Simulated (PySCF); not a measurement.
Identify the unknown among the candidates.

All candidates are C8H9N.

- 1H NMR: chemical shifts (computed TMS as zero) by class: 7.71 (1 H), 7.51 (1 H), 7.40 (1 H), 7.37 (1 H), 7.29 (1 H), 6.68 (1 H), 2.54 (3 H) ppm [GIAO PBE0/pcSseg-1]
- NMR, other nuclei: isotropic shieldings of nuclei other than C and H, by class: -146 (1 N) ppm [GIAO PBE0/pcSseg-1]
- Rotational structure: rotational constants A, B, C: 3.486, 1.199, 0.912 GHz [GFN2-xTB]
- Dipole: 1.22 D [PBE0/pcSseg-1]
- 13C NMR: chemical shifts (computed TMS as zero) by class: 157.4 (1 C), 153.8 (1 C), 144.3 (1 C), 134.8 (1 C), 131.7 (1 C), 130.3 (1 C), 117.3 (1 C), 24.1 (1 C) ppm [GIAO PBE0/pcSseg-1]

Gas-phase values; electronic properties from PySCF, density fitting. Levels stand in brackets. The structure is a single GFN2-xTB conformer in the gas phase; no vibrational or solvent corrections. NMR values are class means; diastereotopic atoms form classes of their own.

**Question.** Which candidate is it?
A. `C=Cc1ccccc1N`
B. `C=Nc1cccc(C)c1`
C. `C=C(C)c1ccncc1`

**Answer.** B. It is `C=Nc1cccc(C)c1`. Numbering: `[CH2:1]=[N:2][c:3]1[cH:4][cH:5][cH:6][c:7]([CH3:8])[cH:9]1`. Its formula, C8H9N, gives 5 degrees of unsaturation: 1 ring and 4 π bonds in the structure found (Kekulé form). 8 carbons fall into 8 classes; from least to most shielded: aromatic carbon bearing nitrogen [C3] (157.4 ppm), imine carbon [C1] (153.8 ppm), substituted aromatic carbon [C7] (144.3 ppm), aromatic CH carbon [C5] (134.8 ppm), aromatic CH carbon [C6] (131.7 ppm), aromatic CH carbon [C9] (130.3 ppm), aromatic CH carbon [C4] (117.3 ppm), benzylic-type carbon [C8] (24.1 ppm). Hydrogen classes from least to most shielded: 1 H on an imine carbon, C1 (7.71 ppm), 1 H on an aromatic CH carbon, C5 (7.51 ppm), 1 H on an imine carbon, C1 (7.40 ppm), 1 H on an aromatic CH carbon, C9 (7.37 ppm), 1 H on an aromatic CH carbon, C6 (7.29 ppm), 1 H on an aromatic CH carbon, C4 (6.68 ppm), 3 H on a benzylic-type carbon, C8 (2.54 ppm, a mean of values up to 0.6 ppm apart in this geometry). The other shieldings belong to: -146 ppm, imine nitrogen [N2]. The optimised geometry has point group C1 and is an asymmetric top.

The others, at the same levels:
- `C=C(C)c1ccncc1` fails: it has 6 carbon classes against 8; its computed 13C shifts are 156.1 (2 C), 155.3 (1 C), 152.7 (1 C), 124.8 (2 C), 122.8 (1 C), 24.2 (1 C) ppm, 1H shifts are 8.95 (2 H), 7.34 (2 H), 5.77 (1 H), 5.59 (1 H), 2.29 (3 H) ppm and rotational constant A is 3.750 GHz (against 3.486 GHz).
- `C=Cc1ccccc1N` fails: its computed 13C shifts are 149.1 (1 C), 140.4 (1 C), 135.2 (1 C), 133.0 (1 C), 126.9 (1 C), 122.7 (1 C), 121.0 (1 C), 118.1 (1 C) ppm, 1H shifts are 7.63 (1 H), 7.39 (1 H), 7.02 (1 H), 6.94 (1 H), 6.73 (1 H), 5.92 (1 H), 5.53 (1 H), 3.52 (2 H) ppm and rotational constant A is 2.618 GHz (against 3.486 GHz).

Each candidate is one conformer, not necessarily the lowest. Dipoles, sizes and rotational constants follow the conformer. The torsions of the flexible species, by atom-mapped SMILES:
- `[CH2:1]=[N:2][c:3]1[cH:4][cH:5][cH:6][c:7]([CH3:8])[cH:9]1`: C1–N2–C3–C4 -47°
- `[CH2:1]=[C:2]([CH3:3])[c:4]1[cH:5][cH:6][n:7][cH:8][cH:9]1`: C1–C2–C4–C5 146°
- `[CH2:1]=[CH:2][c:3]1[cH:4][cH:5][cH:6][cH:7][c:8]1[NH2:9]`: C1–C2–C3–C4 32°, H–N9–C8–C7 -155°, H–N9–C8–C7 -17°
